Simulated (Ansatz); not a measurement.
A made-up structure of C2HTe, doublet:

| atom | x (Å) | y (Å) | z (Å) |
| --- | --- | --- | --- |
| C1 | -0.6163 | -0.5873 | 0.9316 |
| C2 | -0.2823 | 0.1549 | -0.1278 |
| Te3 | 1.4013 | -0.3201 | 0.0471 |
| H4 | -0.5027 | 0.7525 | -0.8509 |

It is relaxed with PBE-D4/def2-SVP and then PBE0-D4/def2-TZVP (Ansatz 0.2.0). Atoms count as bonded within 1.22 times the sum of their covalent radii (H–H: 0.88 Å). The end point is not checked to be a true minimum.

Q: Does its bonding change? (A judgement: the text doesn't fix the answer.)

A: By the calculation: No: no bond forms or breaks.

Where it ends: The first stage lowers the energy by 2.24 eV in 7 steps. It ends as C₂HTe ([C]1[CH][Te]1):
```xyz
4
angstrom
C -0.5300 -0.5672 0.8823
C -0.3468 0.1924 -0.1599
Te 1.6110 -0.4762 0.1964
H -0.7343 0.8511 -0.9188
```

Labels in which every atom is bracketed show which atoms are joined, not bond orders.

For scale, one of the runs: PBE0-D4/def2-TZVP relaxation, 118 basis functions, launched by `ansatz run in.yaml --threads 2 --pin off --events-out ev --progress --plain --max-ram 4352MiB`. Hardware: 2 CPU threads of an Arm Neoverse V2, shared host. Wall time about 17 s.
